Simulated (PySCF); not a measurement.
PBE0 on Sb⁻ (antimony, charge -1), [Kr] 4d10 5s2 5p4, high-spin 3P determinant. Computed with PySCF 2.14 in aug-cc-pVQZ-PP with ECP28MDF (7s7p5d3f2g, 92 functions), with a scalar-relativistic core potential.

```
cycle= 1 E= -240.256046404782  delta_E= -0.00735  |g|= 0.0216  |ddm|= 0.589
cycle= 2 E= -240.256460606743  delta_E= -0.000414  |g|= 0.00856  |ddm|= 0.0966
cycle= 3 E= -240.256566198052  delta_E= -0.000106  |g|= 0.00662  |ddm|= 0.0569
cycle= 4 E= -240.256598000531  delta_E= -3.18e-05  |g|= 0.00151  |ddm|= 0.0182
cycle= 5 E= -240.256609217149  delta_E= -1.12e-05  |g|= 0.000346  |ddm|= 0.016
cycle= 6 E= -240.256610074066  delta_E= -8.57e-07  |g|= 5.91e-05  |ddm|= 0.00547
cycle= 7 E= -240.256610091731  delta_E= -1.77e-08  |g|= 6.03e-06  |ddm|= 0.000821
cycle= 8 E= -240.256610091812  delta_E= -8.11e-11  |g|= 8.15e-07  |ddm|= 3.72e-05
converged SCF energy = -240.256610091812  <S^2> = 2.0094022  2S+1 = 3.0062616
```

Highest occupied orbital energy: 0.723 eV; ⟨L²⟩ = 2.04; populations by l: s 4.00, p 10.00, d 10.00, f 0.00.

(1) Can this result be used?

## Answers

(1) With care. The calculation finished and met its thresholds. Energies and moments cover only the electrons outside the core potential. At PBE0 the highest occupied level has a positive energy, so only the finite basis holds that electron; in a semilocal or global hybrid functional this comes from self-interaction and does not mean that the real anion is unbound.
